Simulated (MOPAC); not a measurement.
MOPAC input (AM1):

```
AM1 1SCF CHARGE=1 GEO-OK AUX(PRECISION=9) THREADS=1
IZn

Zn   -0.00000000 1   -0.00000000 1   -1.53611285 1
I     0.00000000 1    0.00000000 1    0.86949784 1
```

### Question
What heat of formation does the run end on, and which ionisation energy by Koopmans theorem?

### Answer
242.34 kcal/mol; 16.80 eV.
